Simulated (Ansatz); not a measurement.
Reaction (formal exchange of groups at the Si–C bond): `F[SiH2]CS` + `O[SiH2][SiH3]` → `O[SiH2][SiH2][SiH2]F` + CH₃SH

Computed with Ansatz on PBE0-D4/def2-TZVP structures; ΔE is electronic, products minus reactants. CBS: MP2 limit from def2 TZ/QZ plus the TZ coupled-cluster correction, frozen cores. This one scheme is used for every species. Functionals use def2-TZVPP. Each species was taken in one conformer, which may not be the lowest.

```json
{"level": "B2PLYP", "ΔE (kJ/mol)": "2.3"}
{"level": "r2SCAN", "ΔE (kJ/mol)": "-1.1"}
```

(1) What does CCSD(T)/CBS give? (An estimate is asked.)

Largest T1 diagnostic among the species: 0.013.

Answers

(1) Ansatz gave: +1.8 kJ/mol. The listed levels differ from it by 0.5, -2.9 kJ/mol.
